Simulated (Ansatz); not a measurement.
System: LiI, net charge 0, singlet state. SMILES: [Li][I]
Geometry from a B3LYP-D3(BJ)/def2-TZVP (Ansatz, an electronic-structure program) optimisation:
```xyz
2

Li     0.0000     0.0000    -2.2643
I      0.0000     0.0000     0.1282
```

Wanted: atomisation energy, in kcal/mol. Conventions: LANL2DZ with its own core potentials from Na on; atomisation electronic, to ground-state atoms; open shells spin-unrestricted; def2 sets with scalar-relativistic core potentials past Kr; no spin-orbit coupling; 6-31G* and kin with 6d, 5d where marked. First-principles rows: single points at B3LYP-D3(BJ) geometries (Ansatz).

| species | coefficient | E at B3LYP/6-31G* with LANL2DZ past Ar (Ansatz), Eh | E at PBE0/def2-TZVPD (Ansatz), Eh |
|---|---|---|---|
| [Li][I] | -1 | -18.98514 | -305.29473 |
| I atom | +1 | -11.36262 | -297.69320 |
| Li atom | +1 | -7.49098 | -7.46705 |

 1 Eh = 627.5095 kcal/mol.

Q: Compute it at each level from the table.

A: 
- B3LYP/6-31G* with LANL2DZ past Ar: the sum of coefficient times E is 0.13154 Eh, or 82.54 kcal/mol. Result: 82.5 kcal/mol.
- PBE0/def2-TZVPD: the sum of coefficient times E is 0.13448 Eh, or 84.39 kcal/mol. Result: 84.4 kcal/mol.
